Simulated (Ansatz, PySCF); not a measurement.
Ligands exchanged one at a time, Si OH-C2H5. Gas-phase values, no solvent. One relaxed conformer stands for each flexible species; it need not be the lowest. Strings in code marks are SMILES.

Quantity: redistribution energy (mixed species minus the weighted end members), in kcal/mol.

Level 1: frozen-core MP2/cc-pVDZ // B3LYP-D3(BJ)/def2-SVP (Ansatz, a first-principles code)
Level 2: M06-2X/6-31G* // B3LYP-D3(BJ)/def2-SVP (PySCF)
Level 3: PBE/6-31G* // B3LYP-D3(BJ)/def2-SVP (PySCF)
Level 4: SVWN5/6-31G* // B3LYP-D3(BJ)/def2-SVP (PySCF)

```
species                                        level 1  level 2  level 3  level 4
---------------------------------------------  -------  -------  -------  -------
3 of 4 OH replaced by C2H5: `CC[Si](O)(CC)CC`     1.99     2.25     0.89     1.58
1 of 4 OH replaced by C2H5: `C([Si](O)(O)O)C`     0.36     0.63    -0.81    -0.28
2 of 4 OH replaced by C2H5: `O[Si](CC)(CC)O`      2.06     2.54     0.57     1.49
```
